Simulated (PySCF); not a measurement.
In(F)(Me)(OMe) (C₂H₆FInO), SMILES [CH3][In]([F])[O]C.

The structure is a stationary point at PBE-D3(BJ)/def2-SVP. The structure was generated by enumeration; whether it is a known compound was not checked. The def2 effective core potentials stand for the cores of In; spin–orbit coupling is left out. The values are those of a single conformer.

Calculation: TDDFT-ωB97X/def2-SVPD in PySCF 2.14.0.

Vertical excitations. 

Computed UV-visible absorptions:
```csv
state,energy (eV),λ (nm),f,main pairs
S1,5.23,237,0.010,HOMO→LUMO 84 %
S2,5.61,221,0.055,"HOMO−1→LUMO 60 %, HOMO→LUMO+1 29 %"
S3,5.86,212,0.003,HOMO−1→LUMO+1 95 %
S4,6.31,197,0.187,"HOMO→LUMO+1 65 %, HOMO−1→LUMO 28 %"
S5,7.17,173,0.136,"HOMO−2→LUMO 56 %, HOMO−3→LUMO 24 %"
S6,7.39,168,0.003,"HOMO−2→LUMO+1 48 %, HOMO−4→LUMO 35 %"
S7,7.46,166,0.031,"HOMO−2→LUMO+1 40 %, HOMO−4→LUMO 26 %, HOMO→LUMO+2 11 %"
S8,7.58,164,0.103,"HOMO−3→LUMO 39 %, HOMO−2→LUMO 26 %, HOMO−1→LUMO+2 8 %"
S9,7.62,163,0.037,"HOMO→LUMO+2 45 %, HOMO−4→LUMO 20 %, HOMO→LUMO+3 16 %"
S10,7.80,159,0.040,"HOMO−1→LUMO+2 51 %, HOMO−1→LUMO+3 23 %, HOMO−3→LUMO 11 %"
T1,4.83,257,0,HOMO−1→LUMO 80 %
T2,4.91,253,0,HOMO→LUMO 82 %
T3,5.59,222,0,HOMO→LUMO+1 93 %
T4,5.72,217,0,HOMO−1→LUMO+1 93 %
```
Triplets are in the Tamm–Dancoff approximation, which puts them higher than full response would, so one can lie above its singlet here.
